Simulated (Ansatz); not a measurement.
Reaction (SMILES): C#C[SiH2]C#C[SiH3] + 9 [H][H] (H2) → 4 C (CH4) + 2 [SiH4] (SiH4)
Each molecule is optimised on its own at B3LYP-D3(BJ)/def2-TZVP (Ansatz, an electronic-structure program).

Property: energy of full hydrogenation (electronic energy difference), in kcal/mol. Valence correlation only, unless marked. No spin-orbit coupling. No relativistic terms. CBS marks a two-point X^-3 extrapolation of the correlation energy; Hartree-Fock from the larger set.

| level | program | energy of full hydrogenation (kcal/mol) | minus last row |
|---|---|---|---|
| HF/6-31G | Ansatz | -240.6 | -37.5 |
| HF/aug-cc-pV(T+d)Z | Ansatz | -224.2 | -21.1 |
| HF/cc-pV(Q+d)Z | Ansatz | -223.7 | -20.6 |
| BLYP-D3(BJ)/def2-TZVPD | Ansatz + dftd3 | -188.5 | 14.6 |
| BLYP-D4/def2-TZVPD | Ansatz + dftd4 | -187.6 | 15.5 |
| revPBE-D4/def2-TZVPD | Ansatz + dftd4 | -196.8 | 6.3 |
| PBE0/def2-QZVPP | Ansatz | -227.8 | -24.7 |
| r2SCAN0/def2-TZVPD | Ansatz | -224.1 | -21.0 |
| HSE06-D3(BJ)/def2-TZVPD | Ansatz + dftd3 | -224.4 | -21.3 |
| LC-wPBE-D4/def2-TZVPD | Ansatz + dftd4 | -228.8 | -25.7 |
| SCS-MP2/STO-3G | Ansatz | -198.4 | 4.7 |
| SCS-MP2/6-31G* | Ansatz | -193.1 | 10.0 |
| CCSD/6-31G* | Ansatz | -198.3 | 4.8 |
| CCSD(T)/aug-cc-pV(T+d)Z | Ansatz | -204.9 | -1.8 |
| CCSD(T)/CBS(cc-pV(T+d)Z,cc-pV(Q+d)Z) | Ansatz | -203.1 | 0.0 |
